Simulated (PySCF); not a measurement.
# W: excitation energy

W [Xe] 4f14 5d4 6s2 (5D) → W [Xe] 4f14 5d5 6s1 (7S), as a difference of total energies. Calculation: PySCF 2.14, in def2-QZVPPD with the def2 core potential (60 electrons); scalar relativity through the core potential. Correlated levels: valence: 5s2 5p6 frozen. The calculations carry no spin-orbit coupling.

| method | excitation energy (cm⁻¹) | error (cm⁻¹) |
| --- | --- | --- |
| UHF | -9068.5 | -7563 |
| MP2 (valence) | -4348.8 | -2843 |
| SCS-MP2 (valence) | 1862.7 | +3368 |
| CCSD (valence) | -3536.0 | -2030 |
| CCSD(T) (valence) | -2717.7 | -1212 |

Reference: -1505.7 cm⁻¹ (measured; NIST levels, between the centres of gravity of the two terms).

Errors of the correlated levels include the incompleteness of this basis and the frozen core.
